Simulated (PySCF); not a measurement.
SMILES CCc1ccc(OC)cc1 (GFN2-xTB optimised geometry):

```
22

C     -1.669    -3.475    -1.494
C     -1.484    -3.012    -0.048
C     -0.716    -1.722     0.000
C     -1.370    -0.500    -0.003
C     -0.671     0.696    -0.003
C      0.718     0.684    -0.002
O      1.513     1.794    -0.002
C      0.899     3.058    -0.005
C      1.385    -0.541     0.000
C      0.675    -1.722     0.000
H     -2.219    -4.413    -1.528
H     -2.219    -2.728    -2.062
H     -0.702    -3.621    -1.970
H     -0.946    -3.782     0.510
H     -2.464    -2.878     0.415
H     -2.450    -0.474    -0.003
H     -1.221     1.624    -0.002
H      0.282     3.209     0.888
H      1.712     3.782    -0.005
H      0.284     3.206    -0.899
H      2.464    -0.537     0.003
H      1.207    -2.662     0.003
```

Computed with B3LYP/def2-SVP in PySCF 2.14.0.

**Question.** What are the frontier orbital energies and the dipole moment?

**Answer.** HOMO-2 -8.51 eV, HOMO-1 -6.93 eV, HOMO -5.88 eV, LUMO -0.12 eV, LUMO+1 0.31 eV; dipole moment 1.19 D.

Meta-Löwdin charges at B3LYP/def2-SVP: C1 -0.27, C2 -0.16, C3 0.00, C4 -0.11, C5 -0.17, C6 0.20, O7 -0.34, C8 -0.07, C9 -0.13, C10 -0.11, H11 0.09, H12 0.09, H13 0.09, H14 0.09, H15 0.09, H16 0.10, H17 0.10, H18 0.09, H19 0.11, H20 0.09, H21 0.11, H22 0.10.
